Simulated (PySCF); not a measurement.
Species: C3H7FOSi.
SMILES with atom numbers: `[CH3:1][O:2][C@@H:3]1[SiH2:4][C@H:5]1[F:6]` (hydrogens: H7, H8, H9 on C1; H10 on C3; H11, H12 on Si4; H13 on C5)

The calculation used PBE0-D3(BJ)/def2-SVP geometry optimisation, gas phase in PySCF 2.14.0.

Problem. List the bond lengths, angles and torsions at this level.

Solution. 
```
               bond  length (Å)   order
              C1–O2       1.402  single
              O2–C3       1.380  single
             C3–Si4       1.879  single
             Si4–C5       1.883  single
              C5–F6       1.361  single
              C3–C5       1.516  single
C1–H7, C1–H8, C1–H9       1.104  single
             C3–H10       1.109  single
            Si4–H11       1.483  single
            Si4–H12       1.484  single
             C5–H13       1.101  single
```

Bonds in one row agree within 0.01 Å and their mean is given. Orders are formal, as drawn. A selection of angles:
```
      angle  degrees
   O2–C1–H7    112.0
   O2–C1–H8    107.7
   H7–C1–H8    108.8
   H7–C1–H9    107.9
   C1–O2–C3    112.9
  O2–C3–Si4    126.5
   O2–C3–C5    120.6
  O2–C3–H10    114.9
  Si4–C3–C5     66.4
 Si4–C3–H10    109.3
  C5–C3–H10    110.0
  C3–Si4–C5     47.5
 C3–Si4–H11    115.6
 C3–Si4–H12    122.2
 C5–Si4–H11    121.4
 C5–Si4–H12    116.9
H11–Si4–H12    116.1
  Si4–C5–F6    127.1
 Si4–C5–H13    112.6
  F6–C5–H13    112.0
  C3–C5–Si4     66.1
   C3–C5–F6    118.8
  C3–C5–H13    112.6
```

Torsions: C1–O2–C3–Si4 158° (antiperiplanar); O2–C3–Si4–C5 -112° (anticlinal); C3–Si4–C5–F6 -109° (anticlinal); O2–C3–C5–Si4 120° (anticlinal).

Si4 (SiH2 silicon) has angles from 47.5° to 122.2°. O2 (ether oxygen) is bent (angle 112.9°). The 3-membered ring C3–Si4–C5 has internal angles of 47.5° to 66.4°. The C–O distances run from 1.380 Å (O2–C3, drawn single) to 1.402 Å (C1–O2, drawn single), a spread of 0.022 Å. Of the pairs four or more bonds apart, C5···H7 is among the closest relative to their van der Waals radii: 2.87 Å, 99 % of the sum of Bondi's values.

Point group: C1 (no symmetry element, even within 0.4 Å). No PBE0-D3(BJ)/def2-SVP frequencies stand behind this structure, so it isn't proved a minimum. One conformer, not necessarily the lowest.
